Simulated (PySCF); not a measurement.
An equivalent PySCF input for Xe (xenon, neutral), [Xe], closed-shell 1S, with a scalar-relativistic core potential:

```python
from pyscf import gto, scf, dft, mp, cc
import basis_set_exchange as bse
txt = bse.get_basis("aug-cc-pwCVDZ-PP", elements=["Xe"], fmt="nwchem", header=False)
cut = txt.index("\nECP")
mol = gto.M(atom="Xe 0 0 0", charge=0, spin=0, symmetry="D2h",
            basis=gto.basis.parse(txt[:cut]),
            ecp={"Xe": gto.basis.parse_ecp(txt[cut:])})
mf = dft.UKS(mol, xc="WB97X")
mf.irrep_nelec = {'Ag': (4, 4), 'B1g': (1, 1), 'B2g': (1, 1), 'B3g': (1, 1), 'B1u': (2, 2), 'B2u': (2, 2), 'B3u': (2, 2)}
mf.kernel()
```

It reaches the same state as the run whose output follows, with an energy that differs only through the grid. The run itself started from symmetry-adapted Hartree-Fock orbitals and held the occupation by maximum overlap, on a logarithmic radial grid, so the iterations belong to that start.

```
SCF conv_tol = 1e-09
number electrons alpha = 13  beta = 13
XC functionals = WB97X
    J.-D. Chai and M. Head-Gordon.,  J. Chem. Phys. 128, 084106 (2008)
cycle= 1 E= -329.409815902779  delta_E= -0.00275  |g|= 0.011  |ddm|= 0.601
cycle= 2 E= -329.409864298084  delta_E= -4.84e-05  |g|= 0.00629  |ddm|= 0.0422
cycle= 3 E= -329.409871831538  delta_E= -7.53e-06  |g|= 0.000935  |ddm|= 0.0159
cycle= 4 E= -329.409872172943  delta_E= -3.41e-07  |g|= 0.000108  |ddm|= 0.00223
cycle= 5 E= -329.409872188395  delta_E= -1.55e-08  |g|= 2.18e-05  |ddm|= 0.000403
cycle= 6 E= -329.409872188948  delta_E= -5.53e-10  |g|= 9.21e-07  |ddm|= 0.000117
converged SCF energy = -329.409872188948  <S^2> = -1.7763568e-14  2S+1 = 1
```

Energies and moments cover only the electrons outside the core potential.
